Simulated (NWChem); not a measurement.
Species: C4H8; SMILES C/C=C\C

Results from NWChem. Medium grid unless said otherwise, to which SCAN and Minnesota functionals are sensitive. Structure relaxed at the B3LYP/6-31G* (spherical d) level. B3LYP is NWChem's, with the RPA form of VWN correlation.

### Question
Among these, which level gives the highest value of “orbital gap (eV)”?
A) LRC-wPBEh/def2-SVP
B) M06/def2-SVP
C) HCTH/407/def2-SVP
D) OLYP/def2-SVP

### Answer
A, LRC-wPBEh/def2-SVP. Values: OLYP/def2-SVP 5.58; HCTH/407/def2-SVP 5.59; M06/def2-SVP 7.74; LRC-wPBEh/def2-SVP 11.35
